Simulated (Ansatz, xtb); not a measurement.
## Relative energy of two structures of CH5AlSn

We compare a, a singlet given by its coordinates, with b, a singlet given by its coordinates. Both are isolated molecules in the gas phase, relaxed with r2SCAN-D4/def2-SVP.

a (Å):

```yaml
atoms:
  - { symbol: C, position_ang: [0.9329, 0.8940, 1.9650] }
  - { symbol: Al, position_ang: [-0.0149, -0.3724, 0.8081] }
  - { symbol: Sn, position_ang: [-1.7844, -1.5288, -0.5235] }
  - { symbol: H, position_ang: [0.2553, 1.6909, 2.3141] }
  - { symbol: H, position_ang: [1.3496, 0.3906, 2.8530] }
  - { symbol: H, position_ang: [1.7716, 1.3719, 1.4323] }
  - { symbol: H, position_ang: [-1.1455, 0.3149, -0.4615] }
  - { symbol: H, position_ang: [-1.6890, -0.9124, 1.3264] }
```

Close contacts (Å): C1–Al2 1.96, Al2–Sn3 2.50, C1–H4 1.10, C1–H5 1.10, C1–H6 1.10, Al2–H7 1.83, Al2–H8 1.83, Sn3–H7 1.95, Sn3–H8 1.95.

b (Å):

```xyz
8

C     0.1806    1.2863    1.4875
Al   -0.2205   -0.6409    1.6880
Sn   -0.3464    1.1335   -0.6288
H     1.2769    1.4380    1.5615
H    -0.3178    2.1419    1.9681
H     1.0172   -1.6133    1.9386
H    -1.7400   -1.0886    1.9102
H    -0.2407   -0.7267   -0.2566
```

Close contacts (Å): C1–Al2 1.98, C1–Sn3 2.19, Al2–Sn3 2.92, C1–H4 1.11, C1–H5 1.10, Al2–H6 1.59, Al2–H7 1.60, Al2–H8 1.95, Sn3–H8 1.90.

Energies in hartree; the thermal terms are from r2SCAN-D4/def2-SVP harmonic frequencies (ideal gas, rigid rotor, one conformer each, 298.15 K, 1 atm) and include the zero-point energy:

```
                               a           b
E, CCSD(T)/def2-TZVP  −496.662829  −496.644385
   zero-point energy     0.048350     0.043942
        H(298 K) − E     0.055327     0.050702
        G(298 K) − E     0.017471     0.013793
```

Work out ΔE, ΔE₀, ΔH and ΔG for a → b in kcal/mol (1 Eh = 627.51 kcal/mol) and the equilibrium ratio [b]/[a].

1. ΔE = −496.644385 − (−496.662829) = +0.018444 Eh = +11.57 kcal/mol.
2. ΔE₀ = ΔE + ΔZPE = +0.018444 + (−0.004408) Eh = +8.81 kcal/mol.
3. ΔH = ΔE + (−0.004625) Eh = +8.67 kcal/mol.
4. ΔG = ΔE + (−0.003678) Eh = +9.27 kcal/mol, so ΔS = (ΔH − ΔG)/T = −8.3 J/(mol K).
5. kT = 0.9442 mEh, so K = [b]/[a] = exp(−ΔG/kT) = exp(−15.64) ≈ 1.6 × 10^−7.

Structure a is favoured at this temperature. An error of 1 kcal/mol in ΔG would change K by a factor of 5.4. Mirror images and further conformers aren't counted.

Other levels gave ΔE = +15.3 (r2SCAN-D4/def2-SVP); +5.4 (HF/def2-TZVP); +11.8 (MP2/def2-TZVP) kcal/mol. The correlated steps freeze 10 core orbitals; the filled d shell of Sn is correlated, in a basis made for valence electrons. Atoms past krypton carry core potentials in the def2 sets, without spin–orbit terms. Programs: Ansatz 0.2.0.
